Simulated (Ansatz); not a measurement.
```yaml
crystal:
  periodic: [false, false, false]
  atoms:
    - {symbol: C, position_ang: [-1.024839, 1.542900, -1.344580]}
    - {symbol: O, position_ang: [-0.676398, -0.416869, 0.704836]}
    - {symbol: Si, position_ang: [-0.726398, -0.466869, 0.404836]}
    - {symbol: Si, position_ang: [1.301178, -1.383261, 1.194418]}
    - {symbol: O, position_ang: [2.395418, -0.528713, 0.416334]}
    - {symbol: H, position_ang: [-0.328549, 2.217310, -1.865691]}
    - {symbol: H, position_ang: [-1.627871, 2.161465, -0.667342]}
    - {symbol: H, position_ang: [-1.610625, 1.014682, -2.030347]}
    - {symbol: H, position_ang: [-1.596020, -1.391281, -0.389652]}
    - {symbol: H, position_ang: [-1.551785, 0.187464, 1.481047]}
    - {symbol: H, position_ang: [1.499504, -1.197273, 2.683215]}
    - {symbol: H, position_ang: [1.426119, -2.823996, 0.923705]}
    - {symbol: H, position_ang: [2.057326, 0.173662, -0.176061]}
basis:
  gaussian: {orbitals: "6-31++G**", nuclear_model: gaussian}
hamiltonian: {xc: {name: revPBE0}, dispersion: d4}
scf: {lower_state_search: light}
output: {forces: true}
```

```sh
$ ansatz run in.yaml --threads 4 --pin off --events-out ev --progress --plain --max-ram 10444MiB
```

Output, abridged:

```
Functional definition: revPBE0
1350 factors; integrals over basis functions are off by at most 1.6e-3 eV
mean field evaluation 1: about -19808.6898 eV, gradient 1.1e2 eV
mean field evaluation 2: about -19793.2774 eV, gradient 1.4e2 eV
mean field evaluation 4: about -19827.7942 eV, gradient 1.2e1 eV
mean field evaluation 8: about -19828.9991 eV, gradient 1.5e0 eV
mean field evaluation 16: about -19829.0052 eV, gradient 2.1e-4 eV
a density is far from that of the atoms, so the factors are made again for it
1451 factors; integrals over basis functions are off by at most 1.3e-3 eV
mean field -19829.00524973 eV, -728.7025023450 hartree, gradient 2.6e-5 eV, S^2 0.000000; 0 other end points of the search recorded, 0 dependent functions left out
reference -19829.00534490 eV, -728.7025058426 hartree; 29, 29 occupied and 122, 122 virtual orbitals, 1451 factors
Total energy: -19829.67601634 eV, -728.7271525635 hartree
Atom 0 at    -1.024839     1.542900    -1.344580 Å, force     0.249993     0.124064     2.542945 eV/Å
Atom 1 at    -0.676398    -0.416869     0.704836 Å, force  1445.785390  1451.115330  8715.279605 eV/Å
Atom 2 at    -0.726398    -0.466869     0.404836 Å, force -1442.608854 -1453.056527 -8722.555133 eV/Å
Atom 3 at     1.301178    -1.383261     1.194418 Å, force    -0.565206    -1.816195     0.140768 eV/Å
Atom 4 at     2.395418    -0.528713     0.416334 Å, force     1.929405     2.370299    -1.742470 eV/Å
Atom 5 at    -0.328549     2.217310    -1.865691 Å, force     0.771295    -0.877855     0.495857 eV/Å
Atom 6 at    -1.627871     2.161465    -0.667342 Å, force     0.116194    -0.594801     0.139580 eV/Å
Atom 7 at    -1.610625     1.014682    -2.030347 Å, force    -0.922171    -1.162201    -0.936582 eV/Å
Atom 8 at    -1.596020    -1.391281    -0.389652 Å, force     0.495022     1.332635     2.191466 eV/Å
Atom 9 at    -1.551785     0.187464     1.481047 Å, force    -5.309365     3.587228     4.245843 eV/Å
Atom 10 at     1.499504    -1.197273     2.683215 Å, force    -0.374449     0.129869    -0.373739 eV/Å
Atom 11 at     1.426119    -2.823996     0.923705 Å, force     0.050006    -0.404694     0.020587 eV/Å
Atom 12 at     2.057326     0.173662    -0.176061 Å, force     0.382738    -0.747151     0.551275 eV/Å
Dipole moment:    -0.049664     0.066925    -0.482714 e Å
```

Question: Something in this input is off. What?

Answer: One atom was put on top of another. Self-consistency was reached. The result belongs to that input, not to the molecule as meant.
